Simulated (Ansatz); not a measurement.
Relaxation of CH₅B₂N (9 atoms, charge 0, multiplicity 1), to a largest force component of 0.015 eV/Å in at most 40 steps.

Theory: RKS PBE/cc-pVDZ (Ansatz).

```xyz
9
Properties=species:S:1:pos:R:3
B -0.483 1.256 -0.548
B 0.345 -0.106 -0.722
C 0.466 -1.183 0.403
N 0.022 -1.057 1.568
H -0.586 2.049 -1.484
H -1.100 1.578 0.439
H 0.918 -0.294 -1.748
H 1.134 -2.048 0.199
H -0.627 -0.240 1.876
```

Problem. Where does it end, and by what steps?

Solution. It converged. After 19 steps the energy has fallen by 1.152 eV; H7 moved furthest, 1.37 Å.

| step | energy less start (eV) | largest force component (eV/Å) | accepted |
| --- | --- | --- | --- |
| 0 | 0.0000 | 4.122 | yes |
| 1 | -0.4170 | 1.627 | yes |
| 2 | -0.5050 | 1.032 | yes |
| 3 | -0.6851 | 0.687 | yes |
| 4 | -0.8174 | 0.848 | yes |
| 5 | -0.9262 | 0.899 | yes |
| 6 | -1.0580 | 0.409 | yes |
| 7 | -1.0968 | 0.677 | yes |
| 8 | -1.1333 | 0.278 | yes |
| 9 | -1.1388 | 0.218 | yes |
| 10 | -1.1458 | 0.157 | yes |
| 11 | -1.1482 | 0.078 | yes |
| 12 | -1.1499 | 0.094 | yes |
| 13 | -1.1506 | 0.088 | yes |
| 14 | -1.1515 | 0.050 | yes |
| 15 | -1.1519 | 0.038 | yes |
| 16 | -1.1521 | 0.045 | yes |
| 17 | -1.1523 | 0.034 | yes |
| 18 | -1.1524 | 0.018 | yes |
| 19 | -1.1525 | 0.014 | yes |

```xyz
9
Properties=species:S:1:pos:R:3
B -0.650 1.254 -0.712
B 0.478 0.094 -0.449
C 0.194 -1.264 0.280
N 0.216 -1.283 1.574
H -1.145 1.389 -1.821
H -1.044 2.029 0.142
H 1.648 0.294 -0.752
H 0.009 -2.233 -0.235
H 0.384 -0.325 1.956
```

Whether the end is a true minimum wasn't checked by a vibrational analysis.

Run time: 42 s on 1 thread of Arm Neoverse V2 (shared host), peak memory 0.12 GiB.
